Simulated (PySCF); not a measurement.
CH3CdI, SMILES [CH3][Cd][I]. Geometry optimised at B3LYP-D3(BJ)/def2-SVP. The def2 effective core potentials stand for the cores of Cd, I; spin–orbit coupling is left out.

These are B3LYP-D3(BJ)/def2-SVP run with PySCF 2.14.0 values and carry that method's errors.

Harmonic wavenumbers (cm⁻¹): 88, 88, 195, 496, 708, 708, 1167, 1431, 1431, 3047, 3158, 3158. Rotational constants (GHz): 155.6, 0.8420, 0.8420; symmetry number 3.

Task: Work out the zero-point energy and the ideal-gas rigid-rotor harmonic-oscillator thermochemistry at 298.15 K and 1 atm.

Result: ZPE = ½ Σ hcν = ½ × 15675 cm⁻¹ = 93.76 kJ/mol. H − E(el) = 110.40 kJ/mol. Entropy in J/(mol K): translation 177.82, rotation 97.48, vibration 45.70, total 321.00. G − E(el) = 14.69 kJ/mol. Cp = 71.19 J/(mol K). Modes under 150 cm⁻¹ make the vibrational entropy uncertain.
